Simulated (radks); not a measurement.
Cr, configuration [Ar] 4s(up 0.5, down 0.5) 3d(up 4.5, down 0.5) (fractional occupations, a model configuration).

Calculated with a radial shooting solver on a logarithmic mesh with Libxc functionals: scalar-relativistic Kohn-Sham, r2SCAN, spin-polarised, spherical densities, finite nucleus; meta-GGA in the generalised Kohn-Sham scheme; Fermi nuclear charge, rms radius 3.6452 fm.

Energy parts (eV):
part                      energy
total                 -28594.701
kinetic                28885.026
electron-nucleus      -68241.826
Hartree                12094.349
exchange-correlation   -1332.250

Orbitals (lengths in bohr, moments of r in powers of bohr; r(max) is where P^2 peaks; r(90%) holds 90 % of the orbital's charge):
orbital  occ.  eigenvalue (eV)   r(max)  r(90%)
1s up       1        -5902.507  0.04161   0.114
1s down     1        -5902.541  0.04161   0.114
2s up       1        -675.5109   0.2432   0.454
2s down     1        -673.7780   0.2430   0.453
2p up       3        -566.1803   0.1979   0.426
2p down     3        -564.8573   0.1977   0.425
3s up       1         -78.3332   0.7766    1.35
3s down     1         -73.6488   0.7772    1.36
3p up       3         -48.6100   0.7990    1.49
3p down     3         -43.9202   0.8004    1.50
3d up     4.5          -4.2692   0.8400    2.56
3d down   0.5          -0.2917   0.8602    4.85
4s up     0.5          -4.4504    2.687    5.04
4s down   0.5          -3.4331    3.070    5.84

The highest occupied level is 3d down at -0.292 eV. Spin moment in Bohr magnetons: 4. The density falls to 0.001 e/bohr^3 at r = 4.49 bohr. The electron density at the nucleus is 1.15e+04 e/bohr^3 (large components only).
